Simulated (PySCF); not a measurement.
A run for PySCF: R-B3LYP/6-31G* on GeH4 (SMILES [GeH4]) with ghost functions, monomers drawn apart or pushed together.

```python
from pyscf import gto, scf, dft, mp
from pyscf.data.elements import chemcore

mol = gto.M(
    atom='''
    Ge    0.01233141    0.13777355    0.04474913
    H    -1.31819227    0.71739864   -0.45656267
    H     0.68985238    1.14778768    0.98215662
    H     0.93404062   -0.14895454   -1.15010930
    H    -0.25299990   -1.16594684    0.81128662
    ghost-Si    1.14718616   -0.21928436    7.43531060
    ghost-Si   -1.19282470   -0.32222338    7.31825672
    ghost-H    1.60516075    1.18874889    7.35325471
    ghost-H    1.76813121   -0.98752757    6.33076424
    ghost-H    1.60660155   -0.79232488    8.72465212
    ghost-H   -1.78287094    0.29361954    8.53222518
    ghost-H   -1.64420944   -1.73230147    7.23470721
    ghost-H   -1.69984664    0.40746941    6.13160957
    ''',
    basis='6-31g*',
    cart=True,
    charge=0, spin=0, verbose=3, max_memory=1800)
mf = dft.RKS(mol, xc='b3lyp')
mf.conv_tol = 1e-8
mf.max_cycle = 100
mf.kernel()
if not mf.converged:
    mf = mf.newton().run(mf.mo_coeff, mf.mo_occ)
```

Program output:

```
converged SCF energy = -2079.15324668577
```

Self-consistency was reached.

Cost: around 6 core-seconds (rough).
